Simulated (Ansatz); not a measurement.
System: trifluoromethoxyethene, C₃H₃F₃O (charge 0, singlet). 
Structure (B3LYP-D3(BJ)/def2-TZVP (Ansatz, a quantum-chemistry and plane-wave program) minimum search):
SMILES: C=COC(F)(F)F
```xyz
10

C     -2.2349     0.1603    -0.0348
C     -1.4833    -0.9235     0.0330
O     -0.0991    -1.0123     0.0540
C      0.6759     0.0947     0.0027
F      1.9442    -0.3035     0.0392
F      0.4643     0.9238     1.0393
F      0.4895     0.8061    -1.1224
H     -1.8449     1.1647    -0.0849
H     -3.3073     0.0330    -0.0404
H     -1.8821    -1.9254     0.0829
```
Charge 0, spin multiplicity 1.

Basis-set convergence of Hartree-Fock and CCSD correlation energies (hartree) with Ansatz. Correlated levels leave the core frozen unless marked. No spin-orbit coupling. No relativistic terms.

| basis | functions | E(HF) | E(corr, CCSD) |
|---|---|---|---|
| cc-pVDZ | 113 | -488.54333 | -1.16059 |
| cc-pVTZ | 252 | -488.70262 | -1.47245 |
| cc-pVQZ | 475 | -488.73981 | -1.58092 |

Extrapolating the two largest sets (X = 3 and 4) as X^-3: E(corr) = (64·(-1.58092) - 27·(-1.47245))/37 = -1.6601 Eh, an estimate of the basis-set limit. The largest set recovers 95.2 % of it, the smallest 69.9 %.
